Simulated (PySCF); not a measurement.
[MoCl6]2-: what the settings change

[MoCl6]2-: Mo(IV) (d2), charge -2. The structure is a PBE0-D3(BJ)/def2-SVP, IEF-PCM water geometry optimised for multiplicity 3; coordination octahedral, point group Oh, metal–donor distances 2.40 Å.

The d shell alone is too small an active space for [MoCl6]2- (an active orbital has only 0.61 squared overlap with the free ion's shell): its levels, fitted parameters, g values and moments show what this model gives and aren't sound predictions.

```
7

Mo    0.000    0.000    0.000
Cl    0.000    2.397    0.000
Cl    0.000   -2.397    0.000
Cl    0.000    0.000    2.397
Cl    0.000    0.000   -2.397
Cl    2.397    0.000    0.000
Cl   -2.397    0.000    0.000
```

Method (PySCF 2.14, density fitting): CASSCF(2,5) with orbitals averaged over all microstates of the shell, strongly contracted NEVPT2 on the averaged canonical orbitals; basis x2c-TZVPall on the metal, x2c-SVPall elsewhere; spin-free X2C; IEF-PCM water; spin-orbit coupling by state interaction with the mean-field operator over all roots.

Base run: NEVPT2 ground state 3T1g, next 1T2g at 8029, then 1Eg at 8183 cm⁻¹, 10Dq(CASSCF) 23781, B(CASSCF) 608, ζ 666 cm⁻¹, μeff(300 K) 1.82 μB.

What happens with the basis x2c-TZVPall on all atoms?

NEVPT2 ground state 3T1g, next 1T2g at 7902, then 1Eg at 8078 cm⁻¹, 10Dq(CASSCF) 23641, B(CASSCF) 604, ζ 663 cm⁻¹, μeff(300 K) 1.81 μB. It took 79 s against 33 s on a shared host of the same kind.

What happens with orbitals averaged over the highest spin alone?

NEVPT2 ground state 3T1g, next 1T2g at 8069, then 1Eg at 8223 cm⁻¹, 10Dq(CASSCF) 23815, B(CASSCF) 614, ζ 672 cm⁻¹, μeff(300 K) 1.81 μB.

No frequencies were computed for the optimised geometry. Charge-transfer states lie outside this active space and may come lower than some of these levels. The ground state is orbitally degenerate in this regular structure, which would distort (Jahn–Teller), so its moment is that of the undistorted model. NEVPT2 on the d shell alone tends to put d–d bands too high for such charged or covalently bound ions.
